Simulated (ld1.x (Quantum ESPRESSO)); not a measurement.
**Building the ultrasoft potential for Tm (Z = 69) (PBEsol, scalar-relativistic).**

ld1.x (Quantum ESPRESSO) 7.5 was run on this input:

```
&input
   title='Tm', zed=69., rel=1, dft='PBESOL', iswitch=3,
   config='[Xe] 4f13 5d0 6s1.5 6p0.5',
   nld=4, rlderiv=3.95, eminld=-6.0, emaxld=5.0, deld=0.02
 /
 &inputp
   pseudotype=3, tm=.true., lloc=-2, rcloc=2.65,
   nlcc=.true., rcore=1.45,
   which_augfun='PSQ', rmatch_augfun=0.95,
   file_pseudopw='Tm.UPF', file_wfcaegen='ae.wfc', file_wfcncgen='nc.wfc', file_beta='beta', file_chi='chi', file_wfcusgen='us.wfc'
 /
8
5S  1  0   2.00   0.00  1.60  1.70  0.0
6S  2  0   1.50   0.00  1.60  1.70  0.0
5P  2  1   6.00   0.00  2.15  2.40  0.0
6P  3  1   0.50   0.00  2.15  2.40  0.0
5D  3  2   0.00   0.00  3.40  3.65  0.0
5D  3  2   0.00   1.40  3.40  3.65  0.0
4F  4  3  13.00   0.00  1.10  1.40  0.0
4F  4  3   0.00   2.70  1.10  1.40  0.0
 &test
   configts(1)='4f13 5s2 5p6 5d0 6s1.5 6p0.5'
 /
```

Command:

```bash
ld1.x < Tm.in > Tm.out
```

Output (shortened: banner, matrices, multipoles, cross overlaps and the repeated all-electron block are left out):

```
Program LD1 v.7.5
     --------------------------- All-electron run ----------------------------

     Tm
     scalar relativistic calculation

     atomic number is 69.00
     dft =PBESOL   lsd =0 sic =0 latt =0  beta=0.20 tr2=1.0E-14
     Exchange-correlation= PBESOL
                           (   1   4  10   8   0   0   0)
     mesh =1269 r(mesh) = 101.07810 a.u. xmin = -7.00 dx = 0.01250
     1 Ry =  13.60569312 eV, c = 137.03599908

     n l     nl                  e(Ry)          e(Ha)          e(eV)
     1 0     1S 1( 2.00)     -4356.2227     -2178.1113    -59269.4290
     2 0     2S 1( 2.00)      -735.0298      -367.5149    -10000.5895
     2 1     2P 1( 6.00)      -649.0262      -324.5131     -8830.4518
     3 0     3S 1( 2.00)      -165.2212       -82.6106     -2247.9496
     3 1     3P 1( 6.00)      -139.1841       -69.5921     -1893.6963
     4 0     4S 1( 2.00)       -32.5719       -16.2859      -443.1629
     4 1     4P 1( 6.00)       -24.0165       -12.0082      -326.7611
     3 2     3D 1(10.00)      -107.0395       -53.5197     -1456.3461
     5 0     5S 1( 2.00)        -3.9872        -1.9936       -54.2483
     5 1     5P 1( 6.00)        -2.0401        -1.0200       -27.7569
     4 2     4D 1(10.00)       -12.6615        -6.3308      -172.2692
     4 3     4F 1(13.00)        -0.2891        -0.1446        -3.9341
     5 2     5D 1( 0.00)        -0.0996        -0.0498        -1.3551
     6 0     6S 1( 1.50)        -0.3197        -0.1598        -4.3492
     6 1     6P 1( 0.50)        -0.1080        -0.0540        -1.4693

     final scf error:  6.0E-15 reached in  29 iterations

     Etot =  -27126.282619 Ry,  -13563.141309 Ha, -369071.876877 eV

     Ekin =   29486.262717 Ry,   14743.131359 Ha,  401181.041872 eV
     Encl =  -66682.064799 Ry,  -33341.032399 Ha, -907255.710457 eV
     Eh   =   10631.175197 Ry,    5315.587598 Ha,  144644.507264 eV
     Exc  =    -561.655734 Ry,    -280.827867 Ha,   -7641.715556 eV

     normalization and overlap integrals

     s(1S/1S) =  1.000000  <r> =   0.0200  <r2> =    0.0005  r(max) =   0.0126
     s(2S/2S) =  1.000000  <r> =   0.0849  <r2> =    0.0085  r(max) =   0.0718
     s(2P/2P) =  1.000000  <r> =   0.0754  <r2> =    0.0069  r(max) =   0.0588
     s(3S/3S) =  1.000000  <r> =   0.2210  <r2> =    0.0558  r(max) =   0.2026
     s(3P/3P) =  1.000000  <r> =   0.2204  <r2> =    0.0563  r(max) =   0.2001
     s(4S/4S) =  1.000000  <r> =   0.4979  <r2> =    0.2800  r(max) =   0.4623
     s(4P/4P) =  1.000000  <r> =   0.5286  <r2> =    0.3180  r(max) =   0.4860
     s(3D/3D) =  1.000000  <r> =   0.1999  <r2> =    0.0469  r(max) =   0.1638
     s(5S/5S) =  1.000000  <r> =   1.2300  <r2> =    1.7062  r(max) =   1.0952
     s(5P/5P) =  1.000000  <r> =   1.4718  <r2> =    2.4749  r(max) =   1.2566
     s(4D/4D) =  1.000000  <r> =   0.5718  <r2> =    0.3798  r(max) =   0.4983
     s(4F/4F) =  1.000001  <r> =   0.8093  <r2> =    0.9201  r(max) =   0.4983
     s(5D/5D) =  1.000000  <r> =   3.4702  <r2> =   15.7093  r(max) =   2.0460
     s(6S/6S) =  1.000000  <r> =   3.9096  <r2> =   17.4416  r(max) =   3.2900
     s(6P/6P) =  1.000000  <r> =   5.6564  <r2> =   37.0138  r(max) =   4.6108

     ------------------------ End of All-electron run ------------------------

     --------------------- Generating US pseudopotential ---------------------

      Generating local potential from pseudized AE potential:
      Matching radius rcloc =   2.6500
      Enforcing V''(0)=0 (lloc=-2)

      Local pseudo, rcloc= 2.627 Estimated cut-off energy=     4.80 Ry

      Computing core charge for nlcc:

       r > 1.46 : true rho core
       r < 1.46 : rho core = a sin(br)/r    a=   0.39  b=   1.97

      Integrated core pseudo-charge :   0.33
      Wfc-us  5S rcutus= 1.718  Estimated cut-off energy=    17.92 Ry
      Wfc-us  6S rcutus= 1.718  Estimated cut-off energy=    33.84 Ry
      Wfc-us  5P rcutus= 2.377  Estimated cut-off energy=    15.10 Ry
      Wfc-us  6P rcutus= 2.377  Estimated cut-off energy=    27.99 Ry
      Wfc-us  5D rcutus= 3.636  Estimated cut-off energy=     8.61 Ry
      Wfc-us  5D rcutus= 3.636  Estimated cut-off energy=     8.26 Ry
      Wfc-us  4F rcutus= 1.406  Estimated cut-off energy=    80.66 Ry
      Wfc-us  4F rcutus= 1.406  Estimated cut-off energy=    69.16 Ry

     Q pseudized with Bessel functions
     Expected ecutrho=     654.4736 due to l1=  3   l2=  3

     ------------------- End of pseudopotential generation -------------------

     Computing logarithmic derivative in   3.94387
     Computing logarithmic derivative in   3.94387
     Computing the partial wave expansion
     R is outside the sphere for l=    0 j= 0.00
     R is outside the sphere for l=    0 j= 0.00
     R is outside the sphere for l=    1 j= 0.00
     R is outside the sphere for l=    1 j= 0.00
     R is outside the sphere for l=    2 j= 0.00
     R is outside the sphere for l=    2 j= 0.00
     R is outside the sphere for l=    3 j= 0.00
     R is outside the sphere for l=    3 j= 0.00

     ---------------------- Testing the pseudopotential ----------------------

     Tm
     scalar relativistic calculation

     atomic number is 69.00   valence charge is 23.00
     dft =PBESOL   lsd =0 sic =0 latt =0  beta=0.20 tr2=1.0E-14
     mesh =1269 r(mesh) = 101.07810 xmin = -7.00 dx = 0.01250

     n l     nl             e AE (Ry)        e PS (Ry)    De AE-PS (Ry)
     4 3     4F   1(13.00)       -0.28915       -0.28912       -0.00003
     1 0     5S   1( 2.00)       -3.98718       -3.98715       -0.00003
     2 1     5P   1( 6.00)       -2.04009       -2.04007       -0.00002
     3 2     5D   1( 0.00)       -0.09960       -0.09959       -0.00001
     2 0     6S   1( 1.50)       -0.31966       -0.31966       -0.00001
     3 1     6P   1( 0.50)       -0.10799       -0.10799       -0.00000

     eps = 5.9E-15  iter = 10

     Etot =  -27126.282619 Ry,  -13563.141309 Ha, -369071.876877 eV
     Etotps =  -437.080208 Ry,    -218.540104 Ha,   -5946.779174 eV

     Ekin =      79.326672 Ry,      39.663336 Ha,    1079.294361 eV
     Encl =    -852.947796 Ry,    -426.473898 Ha,  -11604.945956 eV
     Ehrt =     424.513241 Ry,     212.256620 Ha,    5775.796883 eV
     Ecxc =     -40.585721 Ry,     -20.292861 Ha,    -552.196867 eV
     (Ecc =      -0.178752 Ry,      -0.089376 Ha,      -2.432038 eV)
     Epseu=     -47.386604 Ry,     -23.693302 Ha,    -644.727595 eV

     ---------------------- End of pseudopotential test ----------------------
```

Generation and configuration tests took about 2.4 s on one core of a shared server CPU.

Transferability test of the new file with ld1.x, input:

```
&input
   title='Tm', zed=69., rel=1, dft='PBESOL', iswitch=2,
   config='[Xe] 4f13 5d0 6s1.5 6p0.5'
 /
 &test
   file_pseudo='Tm.UPF', nconf=8,
   configts(1)='4f13 5s2 5p6 5d0 6s1.5 6p0.5',
   configts(2)='4f13 5s2 5p6 5d0 6s2 6p0',
   configts(3)='4f13 5s2 5p6 5d0 6s1 6p0',
   configts(4)='4f13 5s2 5p6 5d0 6s0 6p0',
   configts(5)='4f13 5s2 5p6 5d0 6s1 6p1',
   configts(6)='4f12 5s2 5p6 5d0 6s2 6p0',
   configts(7)='4f11 5s2 5p6 5d0 6s0 6p0',
   configts(8)='4f13 5s2 5p6 5d0 6s1.5 6p0'
 /
```

```bash
ld1.x < Tm.test.in > Tm.test.out
```

Pseudopotential blocks of its output, shortened (energy terms left out; the distinct warnings before each block abridged to one line each):

```
     ---------------------- Testing the pseudopotential ----------------------

     n l     nl             e AE (Ry)        e PS (Ry)    De AE-PS (Ry)
     4 3     4F   1(13.00)       -0.28915       -0.28912       -0.00003
     1 0     5S   1( 2.00)       -3.98718       -3.98715       -0.00003
     2 1     5P   1( 6.00)       -2.04009       -2.04007       -0.00002
     3 2     5D   1( 0.00)       -0.09960       -0.09959       -0.00001
     2 0     6S   1( 1.50)       -0.31966       -0.31966       -0.00001
     3 1     6P   1( 0.50)       -0.10799       -0.10799       -0.00000

     eps = 5.0E-15  iter = 13

     Etot =  -27126.282619 Ry,  -13563.141309 Ha, -369071.876876 eV
     Etotps =  -437.080210 Ry,    -218.540105 Ha,   -5946.779205 eV

     ---------------------- End of pseudopotential test ----------------------

          ---------------------- Testing the pseudopotential ----------------------

     n l     nl             e AE (Ry)        e PS (Ry)    De AE-PS (Ry)
     4 3     4F   1(13.00)       -0.23060       -0.23077        0.00017
     1 0     5S   1( 2.00)       -3.92639       -3.92636       -0.00003
     2 1     5P   1( 6.00)       -1.97978       -1.97976       -0.00001
     3 2     5D   1( 0.00)       -0.05901       -0.05905        0.00004
     2 0     6S   1( 2.00)       -0.28605       -0.28606        0.00001
     3 1     6P   1( 0.00)       -0.08075       -0.08077        0.00002

     eps = 2.4E-15  iter = 13

     Etot =  -27126.386792 Ry,  -13563.193396 Ha, -369073.294222 eV
     Etotps =  -437.184418 Ry,    -218.592209 Ha,   -5948.197029 eV
     dEtot_ae =      -0.104173 Ry
     dEtot_ps =      -0.104208 Ry,   Delta E=       0.000035 Ry

     ---------------------- End of pseudopotential test ----------------------

          ---------------------- Testing the pseudopotential ----------------------

     n l     nl             e AE (Ry)        e PS (Ry)    De AE-PS (Ry)
     4 3     4F   1(13.00)       -0.72063       -0.72019       -0.00045
     1 0     5S   1( 2.00)       -4.42226       -4.42222       -0.00004
     2 1     5P   1( 6.00)       -2.47462       -2.47455       -0.00007
     3 2     5D   1( 0.00)       -0.48335       -0.48328       -0.00007
     2 0     6S   1( 1.00)       -0.67266       -0.67262       -0.00004
     3 1     6P   1( 0.00)       -0.40139       -0.40136       -0.00003

     eps = 7.1E-16  iter =  9

     Etot =  -27125.911259 Ry,  -13562.955630 Ha, -369066.824272 eV
     Etotps =  -436.708741 Ry,    -218.354370 Ha,   -5941.725113 eV
     dEtot_ae =       0.371360 Ry
     dEtot_ps =       0.371469 Ry,   Delta E=      -0.000109 Ry

     ---------------------- End of pseudopotential test ----------------------

          ---------------------- Testing the pseudopotential ----------------------

     n l     nl             e AE (Ry)        e PS (Ry)    De AE-PS (Ry)
     4 3     4F   1(13.00)       -1.29225       -1.29116       -0.00109
     1 0     5S   1( 2.00)       -5.00173       -5.00192        0.00019
     2 1     5P   1( 6.00)       -3.04993       -3.05001        0.00008
     3 2     5D   1( 0.00)       -0.98175       -0.98182        0.00008
     2 0     6S   1( 0.00)       -1.09336       -1.09341        0.00004
     3 1     6P   1( 0.00)       -0.75031       -0.75043        0.00012

     eps = 4.2E-15  iter = 15

     Etot =  -27125.030639 Ry,  -13562.515320 Ha, -369054.842832 eV
     Etotps =  -435.827787 Ry,    -217.913894 Ha,   -5929.739131 eV
     dEtot_ae =       1.251979 Ry
     dEtot_ps =       1.252422 Ry,   Delta E=      -0.000443 Ry

     ---------------------- End of pseudopotential test ----------------------

          ---------------------- Testing the pseudopotential ----------------------

     n l     nl             e AE (Ry)        e PS (Ry)    De AE-PS (Ry)
     4 3     4F   1(13.00)       -0.34462       -0.34440       -0.00022
     1 0     5S   1( 2.00)       -4.04490       -4.04489       -0.00001
     2 1     5P   1( 6.00)       -2.09721       -2.09719       -0.00002
     3 2     5D   1( 0.00)       -0.13759       -0.13754       -0.00004
     2 0     6S   1( 1.00)       -0.34943       -0.34942       -0.00001
     3 1     6P   1( 1.00)       -0.13165       -0.13164       -0.00001

     eps = 9.0E-15  iter =  9

     Etot =  -27126.175295 Ry,  -13563.087647 Ha, -369070.416662 eV
     Etotps =  -436.972841 Ry,    -218.486421 Ha,   -5945.318383 eV
     dEtot_ae =       0.107324 Ry
     dEtot_ps =       0.107368 Ry,   Delta E=      -0.000045 Ry

     ---------------------- End of pseudopotential test ----------------------

          Warning: n=1, l=0 expected 0 nodes, found 1
     Warning: n=4, l=3 expected 0 nodes, found 1
     ---------------------- Testing the pseudopotential ----------------------

     n l     nl             e AE (Ry)        e PS (Ry)    De AE-PS (Ry)
     4 3     4F   1(12.00)       -1.35680       -1.36828        0.01148  !
     1 0     5S   1( 2.00)       -4.89503       -4.89384       -0.00119
     2 1     5P   1( 6.00)       -2.87749       -2.87717       -0.00032
     3 2     5D   1( 0.00)       -0.69590       -0.69934        0.00344
     2 0     6S   1( 2.00)       -0.79706       -0.79692       -0.00014
     3 1     6P   1( 0.00)       -0.47840       -0.47865        0.00025

     eps = 9.2E-15  iter = 18

     Etot =  -27125.615880 Ry,  -13562.807940 Ha, -369062.805430 eV
     Etotps =  -436.412169 Ry,    -218.206085 Ha,   -5937.690051 eV
     dEtot_ae =       0.666739 Ry
     dEtot_ps =       0.668040 Ry,   Delta E=      -0.001302 Ry

     ---------------------- End of pseudopotential test ----------------------
```

The test run then stopped with an error in chargeps: “negative rho”.
